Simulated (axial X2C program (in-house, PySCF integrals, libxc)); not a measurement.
# Outer orbitals of GaO⁻ at 1.708 Å, HF

Computed with an in-house all-electron X2C program for linear molecules (integrals from PySCF). Spin-free means the one-electron spin-free X2C Hamiltonian; two-component (2c) means X2C with spin–orbit coupling and atomic mean-field two-electron Coulomb and Gaunt terms, so the difference of the two also holds small scalar two-electron terms. Basis: Ga dyall-acv3z [10s10p8d5f1g], O dyall-av3z [7s6p3d2f] (cores contracted in-house); Gaussian nuclei, density fitting, unrestricted open shells. Masses: Ga 68.926 u, O 15.995 u.

The distance is close to the 2c PBE0 minimum; the highest filled and lowest empty levels are listed.

Spin-free orbitals, state M_S = 0, Λ = 0 (closed shell) (Löwdin shares):

| symmetry | occupied | ε (eV) | atomic character |
| --- | --- | --- | --- |
| σα | yes | -26.69 | 49% Ga d, 41% O s, 4% Ga p |
| δ-α | yes | -25.12 | 100% Ga d |
| δ+α | yes | -25.12 | 100% Ga d |
| π+α | yes | -24.94 | 99% Ga d |
| π-α | yes | -24.94 | 99% Ga d |
| σα | yes | -23.48 | 55% Ga d, 35% O s, 5% Ga p |
| σα | yes | -7.46 | 66% O p, 26% Ga s, 3% O s |
| π+α | yes | -4.49 | 82% O p, 10% Ga p, 5% Ga d |
| π-α | yes | -4.49 | 82% O p, 10% Ga p, 5% Ga d |
| σα | yes | -2.86 | 41% Ga s, 29% Ga p, 24% O p |
| σα | no | 3.01 | 97% Ga p |
| π+α | no | 3.08 | 99% Ga p |
| π-α | no | 3.08 | 99% Ga p |
| σα | no | 4.29 | 92% Ga s, 3% Ga p, 2% Ga d |

One partner of each degenerate Kramers or spin pair is listed.

Spinors with spin–orbit coupling (state Ω = 0):

| ω | occupied | ε (eV) | atomic character | λ mixture |
| --- | --- | --- | --- | --- |
| 1/2 | yes | -26.71 | 50% Ga d, 40% O s, 4% Ga p | 99% σ, 1% π |
| 3/2 | yes | -25.40 | 100% Ga d | 88% δ, 12% π |
| 1/2 | yes | -25.06 | 97% Ga d | 98% π, 2% σ |
| 5/2 | yes | -24.92 | 100% Ga d | 100% δ |
| 3/2 | yes | -24.78 | 99% Ga d | 88% π, 12% δ |
| 1/2 | yes | -23.46 | 56% Ga d, 34% O s, 4% Ga p | 99% σ, 1% π |
| 1/2 | yes | -7.46 | 66% O p, 26% Ga s, 3% O s | 100% σ |
| 1/2 | yes | -4.49 | 81% O p, 10% Ga p, 5% Ga d | 100% π |
| 3/2 | yes | -4.49 | 82% O p, 10% Ga p, 5% Ga d | 100% π |
| 1/2 | yes | -2.86 | 41% Ga s, 29% Ga p, 24% O p | 100% σ |
| 1/2 | no | 3.03 | 97% Ga p | 100% σ |
| 3/2 | no | 3.08 | 99% Ga p | 100% π |
| 1/2 | no | 3.08 | 99% Ga p | 100% π |
| 1/2 | no | 4.29 | 92% Ga s, 3% Ga p, 2% Ga d | 100% σ |

One partner of each degenerate Kramers or spin pair is listed.

Mulliken charges and populations of the two-component result (they depend on the basis, above all on diffuse functions):

Ga 0.21 e (s 7.77 p 12.94 d 10.06 f 0.02), O -1.21 e (s 3.97 p 5.21 d 0.02).

One determinant describes the state; a PBE0 search over occupations chose it and may have missed a lower one.
